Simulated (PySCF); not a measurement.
Species: C3H6Si (triplet state).
Structure used (GFN2-xTB), in Å, numbered top down from 1:
```xyz
10
C3H6Si angstrom
C      1.6838   -0.4336    0.2235
C      1.2509    0.8176   -0.0391
Si    -0.4907    1.2330   -0.4545
C     -1.8358   -0.1230   -0.5554
H      2.7147   -0.6324    0.4627
H      1.0248   -1.2848    0.2041
H      1.9633    1.6310   -0.0020
H     -1.7304   -0.7032   -1.4692
H     -1.7363   -0.7999    0.2899
H     -2.8354    0.2999   -0.5353
```

The hyperfine couplings belong to this conformer and change with its torsions.

As a line formula: `C=C[Si]C` [triplet].

Method used: PySCF 2.14.0, UKS B3LYP, pcH-1 on C H Si, non-relativistic, mean-field spin-orbit, GIAO. One conformer (not necessarily the lowest) at the GFN2-xTB geometry, without solvent, vibrations or thermal averaging. This triplet need not be the ground state; the singlet was not compared here. The geometry wasn't refined by DFT: couplings that depend on bond lengths, twists or pyramidal angles can differ widely from those at the functional's own minimum, by a factor of two or more for some ions and for spin on atoms past the first row. Stability of the SCF solution: not tested.

Principal values of hyperfine tensors in MHz (contact, dipolar and spin–orbit terms together), for some of the nuclei:

```csv
atom,isotope,A1,A2,A3
Si3,29Si,-448.71,-425.28,-313.05
C1,13C,13.21,16.56,53.92
C2,13C,13.47,27.77,42.01
H8,1H,22.86,26.39,32.72
H9,1H,22.07,25.84,30.95
H6,1H,-12.65,-10.39,-2.12
H10,1H,-3.13,-1.65,8.25
H5,1H,-6.44,-0.11,9.14
```

(1) Split each tensor into its isotropic and traceless parts, and turn a_iso into mT with g = 2.0024.

(2) What spin density at the nucleus of Si3 lies behind its contact coupling (g_N = -1.11058)?

(3) C4 (13C, g_N = 1.40482) isn't in the table. Its spin density at the nucleus is 0.06315 bohr⁻³. What is its contact coupling?

(4) Which nucleus of the table has the largest anisotropic coupling, and what is its form?

## Answers

(1) a_iso = (A1 + A2 + A3)/3, Ti = Ai − a_iso; 1 mT corresponds to 28.026 MHz. The tensors hold a spin–orbit part: the run splits a_iso into a_FC + a_SO, and T includes its anisotropic share.

| atom | a_iso (MHz) | a_FC | a_SO | a_iso (mT) | T1 | T2 | T3 |
| --- | --- | --- | --- | --- | --- | --- | --- |
| Si3 | -395.68 | -396.74 | 1.07 | -14.118 | -53.03 | -29.60 | 82.63 |
| C1 | 27.90 | 27.92 | -0.03 | 0.995 | -14.69 | -11.34 | 26.03 |
| C2 | 27.75 | 27.77 | -0.02 | 0.990 | -14.28 | 0.02 | 14.26 |
| H8 | 27.32 | 27.32 | 0.00 | 0.975 | -4.46 | -0.93 | 5.39 |
| H9 | 26.29 | 26.28 | 0.00 | 0.938 | -4.22 | -0.44 | 4.66 |
| H6 | -8.39 | -8.39 | 0.00 | -0.299 | -4.26 | -2.00 | 6.26 |
| H10 | 1.16 | 1.15 | 0.00 | 0.041 | -4.28 | -2.81 | 7.09 |
| H5 | 0.86 | 0.86 | 0.00 | 0.031 | -7.30 | -0.98 | 8.28 |

(2) a_FC = 800.24 MHz bohr³ × g_N × ρ(0)/(2S). With a_FC = -396.74 MHz and 2S = 2, ρ(0) = 0.8928 bohr⁻³. The nuclear moment is negative, so coupling and spin density have opposite signs.

(3) By the same relation, a_FC = 35.5 MHz. Its full tensor has the principal values 29.83, 30.75, 45.97 MHz.

(4) Si3: -53.0, -29.6, 82.6 MHz (the dipolar term alone has -52.4, -29.4, 81.8), rhombic: the two smaller values differ by 28 % of the largest.
